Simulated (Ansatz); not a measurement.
Cost and result for the atomization energy of `[SiH3][SiH]1N[SiH2]1` (11 atoms, 11 bonds).

Cartesian coordinates in Å:
```
Si 0.732 0.890 -1.290
Si 0.498 -0.710 0.394
N -0.287 -0.294 1.845
Si -1.858 -0.916 1.157
H -0.100 2.065 -0.928
H 0.304 0.344 -2.605
H 2.157 1.308 -1.399
H 1.577 -1.726 0.496
H -0.220 0.615 2.274
H -2.061 0.123 0.022
H -0.743 -1.699 0.032
```

Total charge 0; spin multiplicity 1. Geometry: relaxed with PBE0-D4/def2-TZVP. Program: Ansatz. All runs use 4 threads of an Arm Neoverse V2 on a shared host. Times are those of one run each, without the atoms' runs, and a repeat can differ threefold. Electronic energies, without spin–orbit coupling; frozen cores. CCSD(T)/CBS adds CCSD(T) − MP2 in def2-TZVPP to the MP2 limit, and its time is that of the two runs behind it. T1 = 0.017. B3LYP takes the VWN-RPA correlation (the form of Gaussian; ORCA's B3LYP/G). HSE06 is the plane-wave form, built on full-range PBE exchange.

CCSD(T)/CBS is a level of theory with its own doubt, some kJ/mol a heavy atom from the limit and from the frozen cores, so smaller differences don't rank the functionals.

```json
{"level": "revPBE-D4/def2-TZVPP", "functions": "255", "wall time": "1.8 s"}
{"level": "BLYP-D4/def2-TZVPP", "functions": "255", "wall time": "1.8 s"}
{"level": "CCSD(T)/def2-SVP", "functions": "103", "wall time": "2 s"}
{"level": "BHLYP-D4/def2-TZVPP", "functions": "255", "wall time": "2.5 s"}
{"level": "HSE06-D4/def2-TZVPP", "functions": "255", "wall time": "2.8 s"}
{"level": "CAM-B3LYP-D4/def2-TZVPP", "functions": "255", "wall time": "3 s"}
{"level": "B3LYP-D4/def2-TZVPP (with forces)", "functions": "255", "wall time": "3.8 s"}
{"level": "r2SCAN-D4/def2-TZVPP (with forces)", "functions": "255", "wall time": "4.1 s"}
{"level": "B97M-V/def2-TZVPP", "functions": "255", "wall time": "8.5 s"}
{"level": "ωB97M-V/def2-TZVPP (with forces)", "functions": "255", "wall time": "9.5 s"}
{"level": "MP2/def2-QZVPP", "functions": "477", "wall time": "16 s"}
{"level": "CCSD(T)/def2-TZVPP", "functions": "255", "wall time": "64 s"}
{"level": "CCSD(T)/CBS(def2)", "functions": "–", "wall time": "80 s"}
```

Task: What atomization energy does each give, and how far from CCSD(T)/CBS? (Estimate.)

Result: Ansatz gave: 
```json
{"level": "revPBE-D4/def2-TZVPP", "atomization (kJ/mol)": "3220.1", "difference from CCSD(T)/CBS": "-50.7", "per bond": "-4.6"}
{"level": "BLYP-D4/def2-TZVPP", "atomization (kJ/mol)": "3253.9", "difference from CCSD(T)/CBS": "-16.9", "per bond": "-1.5"}
{"level": "CCSD(T)/def2-SVP", "atomization (kJ/mol)": "2980.4", "difference from CCSD(T)/CBS": "-290.4", "per bond": "-26.4"}
{"level": "BHLYP-D4/def2-TZVPP", "atomization (kJ/mol)": "3207.8", "difference from CCSD(T)/CBS": "-63.0", "per bond": "-5.7"}
{"level": "HSE06-D4/def2-TZVPP", "atomization (kJ/mol)": "3239.6", "difference from CCSD(T)/CBS": "-31.2", "per bond": "-2.8"}
{"level": "CAM-B3LYP-D4/def2-TZVPP", "atomization (kJ/mol)": "3274.1", "difference from CCSD(T)/CBS": "3.3", "per bond": "0.3"}
{"level": "B3LYP-D4/def2-TZVPP (with forces)", "atomization (kJ/mol)": "3273.3", "difference from CCSD(T)/CBS": "2.5", "per bond": "0.2"}
{"level": "r2SCAN-D4/def2-TZVPP (with forces)", "atomization (kJ/mol)": "3261.4", "difference from CCSD(T)/CBS": "-9.4", "per bond": "-0.9"}
{"level": "B97M-V/def2-TZVPP", "atomization (kJ/mol)": "3301.5", "difference from CCSD(T)/CBS": "30.7", "per bond": "2.8"}
{"level": "ωB97M-V/def2-TZVPP (with forces)", "atomization (kJ/mol)": "3282.2", "difference from CCSD(T)/CBS": "11.4", "per bond": "1.0"}
{"level": "MP2/def2-QZVPP", "atomization (kJ/mol)": "3212.8", "difference from CCSD(T)/CBS": "-58.0", "per bond": "-5.3"}
{"level": "CCSD(T)/def2-TZVPP", "atomization (kJ/mol)": "3165.9", "difference from CCSD(T)/CBS": "-104.9", "per bond": "-9.5"}
{"level": "CCSD(T)/CBS(def2)", "atomization (kJ/mol)": "3270.8", "difference from CCSD(T)/CBS": "0.0", "per bond": "0.0"}
```

From BLYP to BHLYP (50 % exact exchange), in def2-TZVPP and without D4, the atomization energy moves by −22.8 kJ/mol: exact exchange takes away binding that semilocal exchange gives to molecules. Leaving LDA and LC-ωPBE aside and taking each functional with its dispersion term where it has one, the values spread over 93.7 kJ/mol, from BHLYP-D4 to B97M-V. LDA lies +433.5 kJ/mol from PBE without D4, its usual overbinding. In def2-TZVPP, CCSD(T) changes the Hartree–Fock value by +852.4 kJ/mol (the triples alone add +45.5 kJ/mol) and MP2 by +836.2 kJ/mol; breaking electron pairs costs correlation energy, which Hartree–Fock lacks.
